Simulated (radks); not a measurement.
Species: Ni2+. Configuration: [Ar] 3d8. Calculated with a radial shooting solver on a logarithmic mesh with Libxc functionals: scalar-relativistic Kohn-Sham, exchange-only LDA, spin-polarised, spherical densities, finite nucleus; open shells are filled with parallel spins first; Fermi nuclear charge, rms radius 3.7757 fm.

Normalised radial functions P(r) = r R(r), r in bohr:

r	3p up
0.004173	0.0045
0.006029	0.0090
0.008711	0.0177
0.01249	0.0339
0.01804	0.0646
0.02607	0.1192
0.03736	0.2075
0.05398	0.3408
0.07737	0.5004
0.1118	0.6302
0.1615	0.5941
0.2315	0.2556
0.3345	-0.3934
0.4794	-1.0194
0.6927	-1.2094
1.001	-0.8753
1.435	-0.4046
2.073	-0.1059
2.995	-0.0130

3p up: eigenvalue -90.462 eV, 1 radial node at r = 0.272 bohr, <r> = 0.779 bohr, 90 % of the charge inside 1.20 bohr.
